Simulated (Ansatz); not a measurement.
`[CH3][Sn][OH]` + CH₃OH → `C[O][Sn][CH3]` + H₂O at 400 K and 1 bar (ligand exchange at the Sn–O bond).

Program: Ansatz. Geometries: PBE0-D4/def2-TZVP. ΔE: electronic, gas phase. CCSD(T)/CBS is the MP2 limit (def2-TZVPP, def2-QZVPP) plus CCSD(T) − MP2 in def2-TZVPP, frozen cores. This one scheme is used for every species. Elements past krypton have def2 core potentials. For Sn outer-core shells are correlated without core-valence functions, which leaves a few kJ/mol of doubt a bond. One conformer a species, not always the lowest.

| species | CCSD(T)/CBS energy (Eh) | H − E (kJ/mol) | S (J/(mol·K)) |
| --- | --- | --- | --- |
| `[CH3][Sn][OH]` | -329.68108 | 150.5 | 339.9 |
| CH₃OH | -115.61712 | 151.2 | 252.6 |
| `C[O][Sn][CH3]` | -368.91992 | 231.0 | 384.5 |
| H₂O | -76.37941 | 69.8 | 198.6 |

H − E and S are ideal-gas, rigid-rotor, harmonic terms from PBE0-D4/def2-TZVP, for one conformer and one mirror image of each species. 1 Eh = 2625.50 kJ/mol, R = 8.31446 J/(mol·K).

Task: By hand: ΔE, ΔH, ΔS and ΔG.

Result: ΔE = (-368.91992) + (-76.37941) − (-329.68108) − (-115.61712) = -0.00113 Eh = -3.0 kJ/mol. Δ(H − E) = 231.0 + 69.8 − 150.5 − 151.2 = -0.9, so ΔH = -3.9 kJ/mol. ΔS = 384.5 + 198.6 − 339.9 − 252.6 = -9.4 J/(mol·K). ΔG = -3.9 − 400 × (-9.4)/1000 = -0.1 kJ/mol.

Task: By hand: the equilibrium constant, and the temperature at which ΔG would vanish if ΔH and ΔS stayed fixed.

Result: log₁₀ K = −ΔG/(RT ln 10) = 0.0. ΔG = 0 at ΔH/ΔS = 415 K, though so small a ΔH makes that figure unsure.

TΔS isn't small against ΔH here. The sign of ΔG lies within the doubt. A doubt of 5 kJ/mol in ΔE shifts log₁₀ K by 0.7 here. Other conformers and mirror images would add mixing entropy, several J/(mol·K) or more a flexible species. These are equilibria of isolated gas molecules and say nothing of rates. Largest T1 diagnostic: 0.017 (customary marks: 0.02 for closed shells, 0.045 for open ones).
